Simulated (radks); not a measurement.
Species: Ta0.25+. Configuration: [Xe] 4f14 6s(up 0.5, down 0.5) 5d(up 2, down 1.75) (fractional occupations, a model configuration).

All-electron calculation, scalar-relativistic Kohn-Sham, SCAN, spin-polarised, spherical densities, finite nucleus; meta-GGA in the generalised Kohn-Sham scheme; Fermi nuclear charge, rms radius 5.3507 fm. Program: a radial shooting solver on a logarithmic mesh with Libxc functionals.

Energy parts (hartree):
part                       energy
total                 -15604.5010
kinetic                17140.4147
electron-nucleus      -38533.4425
Hartree                 6104.9007
exchange-correlation    -316.3738

Orbitals (lengths in bohr, moments of r in powers of bohr; <r^-3> diverges for s and p1/2; r(max) is where P^2 peaks):
| orbital | occ. | eigenvalue (hartree) | <r^-3> | <r^2> | <1/r> | r(max) |
|---|---|---|---|---|---|---|
| 1s up | 1 | -2478.210 | - | 0.0004788 | 85.41 | 0.01168 |
| 1s down | 1 | -2478.210 | - | 0.0004788 | 85.41 | 0.01168 |
| 2s up | 1 | -426.7443 | - | 0.007370 | 19.98 | 0.06679 |
| 2s down | 1 | -426.7441 | - | 0.007370 | 19.98 | 0.06679 |
| 2p up | 3 | -373.8603 | 18750 | 0.006083 | 18.15 | 0.05477 |
| 2p down | 3 | -373.8601 | 18750 | 0.006083 | 18.15 | 0.05477 |
| 3s up | 1 | -98.18775 | - | 0.04784 | 7.402 | 0.1884 |
| 3s down | 1 | -98.18772 | - | 0.04784 | 7.402 | 0.1884 |
| 3p up | 3 | -82.35648 | 4165 | 0.04861 | 6.841 | 0.1863 |
| 3p down | 3 | -82.35644 | 4165 | 0.04861 | 6.841 | 0.1863 |
| 3d up | 5 | -63.85577 | 536.7 | 0.04044 | 6.460 | 0.1522 |
| 3d down | 5 | -63.85561 | 536.7 | 0.04044 | 6.460 | 0.1522 |
| 4s up | 1 | -20.22295 | - | 0.2373 | 3.131 | 0.4291 |
| 4s down | 1 | -20.22261 | - | 0.2373 | 3.131 | 0.4291 |
| 4p up | 3 | -15.00557 | 957.1 | 0.2701 | 2.851 | 0.4496 |
| 4p down | 3 | -15.00522 | 957.1 | 0.2700 | 2.851 | 0.4496 |
| 4d up | 5 | -8.30489 | 105.6 | 0.3171 | 2.532 | 0.4616 |
| 4d down | 5 | -8.30444 | 105.6 | 0.3171 | 2.532 | 0.4616 |
| 5s up | 1 | -2.72780 | - | 1.365 | 1.210 | 0.9839 |
| 5s down | 1 | -2.72441 | - | 1.364 | 1.211 | 0.9837 |
| 5p up | 3 | -1.47956 | 129.9 | 1.931 | 1.007 | 1.125 |
| 5p down | 3 | -1.47518 | 130.2 | 1.927 | 1.008 | 1.125 |
| 4f up | 7 | -0.93262 | 17.25 | 0.5215 | 2.002 | 0.4418 |
| 4f down | 7 | -0.93168 | 17.26 | 0.5207 | 2.002 | 0.4418 |
| 6s up | 0.5 | -0.24683 | - | 11.95 | 0.3918 | 2.746 |
| 6s down | 0.5 | -0.24081 | - | 12.17 | 0.3879 | 2.766 |
| 5d up | 2 | -0.16188 | 5.136 | 6.493 | 0.5835 | 1.625 |
| 5d down | 1.75 | -0.15556 | 5.123 | 6.588 | 0.5819 | 1.623 |

The highest occupied level is 5d down at -4.233 eV. The spin density at the nucleus is 0.4366 e/bohr^3 (1s -0.0062, 2s -0.0173, 3s 0.0218, 4s 0.0655, 5s -0.5806, 6s 0.9534). Summed over all electrons, <r^2> = 64.28 bohr^2, which gives a Langevin (diamagnetic) susceptibility term of -50.9 x 10^-6 cm^3/mol. The electron density at the nucleus is 1.394e+06 e/bohr^3 (large components only). The density falls to 0.001 e/bohr^3 at r = 4.69 bohr.
